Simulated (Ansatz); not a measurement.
C₃H₈BN (`BNCC=C`), relaxed with RKS PBE-D4/def2-SVP in Ansatz 0.2.0 from a rough embedded geometry. The force threshold is 0.03 eV/Å; the program also tests the step.

Total charge 0; spin multiplicity 1.

Start:

```xyz
13

B    -0.997   -1.445    1.514
N    -0.069   -0.971    0.467
C    -0.121    0.488    0.378
C     1.022    1.032   -0.508
C     0.890    0.810   -1.877
H    -0.695   -2.094    2.449
H    -2.195   -1.192    1.432
H    -0.382   -1.323   -0.420
H     0.123    0.907    1.436
H    -1.076    0.845    0.063
H     1.826    1.505   -0.133
H     0.059    0.276   -2.278
H     1.615    1.163   -2.523
```

Q: How much energy does the relaxation release, and in how many steps? (An estimate is asked.)

A: The calculation gave: 2.36 eV, in 20 steps, 2 of them rejected.

Q: Which bonds change most? (Best estimate.)

A: Ansatz gave: C4–H11 from 1.005 to 1.106 Å; B1–N2 from 1.478 to 1.397 Å; C5–H13 from 1.033 to 1.101 Å; C3–H9 from 1.164 to 1.111 Å.

Q: Give the relaxed structure. (Estimate.)

A: Computed: 
```xyz
13

B    -0.744   -1.354    1.870
N    -0.505   -0.982    0.545
C    -0.515    0.365   -0.019
C     0.826    0.763   -0.577
C     1.046    1.124   -1.853
H    -0.676   -2.532    2.168
H    -1.017   -0.488    2.684
H    -0.257   -1.700   -0.142
H    -0.808    1.057    0.799
H    -1.289    0.452   -0.814
H     1.668    0.730    0.139
H     0.225    1.154   -2.590
H     2.047    1.412   -2.209
```
